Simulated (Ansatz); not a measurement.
Basis sets compared for Zn2SF2 (the lowest singlet isomer of a short search). Total charge 0; singlet. Geometry PBE0-D4/def2-SVP. Ansatz on 4 threads of Intel Xeon 6975P-C on a shared host; times are rough, and most runs start from earlier orbitals.

Cartesian coordinates in Å:
```
Zn 0.020 0.379 -1.552
Zn -0.168 -0.091 1.586
S -0.733 1.426 0.170
F 0.612 -0.426 -2.977
F 0.269 -1.288 2.773
```

The 6-31G sets use Cartesian d functions. The structure comes from a short search, and lower isomers may exist.

Binding counts from free atoms (Zn singlet, S triplet, F doublet) in the same basis, without a counterpoise term.

```
                            level  functions  energy (Eh)  HOMO (eV)  LUMO (eV)  binding per atom (eV)  wall time
                        HF/STO-3G         55   -4103.8000      -3.38       4.84                   1.86      0.4 s
                         HF/6-31G         89   -4151.4637     -10.84       0.37                   1.66      0.4 s
                     HF/def2-TZVP        195   -4152.2581     -10.75       0.67                   1.73      1.6 s
                  PBE-D4/def2-SVP        108   -4155.0917      -6.46      -2.58                   2.74     0.55 s
                 PBE-D4/def2-TZVP        195   -4156.0315      -6.96      -2.96                   2.69        1 s
r2SCAN-D4/def2-TZVP (with forces)        195   -4156.7840      -7.24      -2.70                   2.70      2.2 s
                 PBE0-D4/def2-SVP        108   -4155.1769      -7.79      -1.82                   2.61      0.9 s
                PBE0-D4/def2-TZVP        195   -4156.0922      -8.17      -2.10                   2.60      2.4 s
```

Problem. Estimate the rows for PBE-D4/def2-TZVPD, r2SCAN-D4/def2-TZVPD, PBE0-D4/def2-TZVPD.

Solution. 
```tsv
level	functions	energy (Eh)	HOMO (eV)	LUMO (eV)	binding per atom (eV)	wall time
PBE-D4/def2-TZVPD	228	-4156.0362	-7.00	-3.01	2.70	1.6 s
r2SCAN-D4/def2-TZVPD	228	-4156.7881	-7.25	-2.73	2.72	2.9 s
PBE0-D4/def2-TZVPD	228	-4156.0964	-8.19	-2.15	2.61	2.9 s
```
